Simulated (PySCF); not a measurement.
CH₃AlF₂, SMILES [CH3][Al]([F])[F].

Geometry optimised at B3LYP-D3(BJ)/def2-SVP. The isomer is the one that the SMILES or the coordinates give; other isomers of the formula were not compared.

Method: r2SCAN/def2-TZVPD run with PySCF.

The molecule is in vacuum.

Computed frontier levels, gap, dipole moment and polarisability:
```yaml
highest_occupied_level: -8.25 eV
lowest_empty_level: -1.14 eV
orbital_gap: 7.12 eV
dipole_moment: 0.489 e·Å
quadrupole, principal values (traceless, Buckingham form, about the centre of nuclear charge): -6.53, -1.25, 7.79 D·Å
mean_static_polarisability: 36.7 bohr³ (5.43 Å³)
polarisability_principal_values: 32.9, 34.9, 42.1 bohr³
```
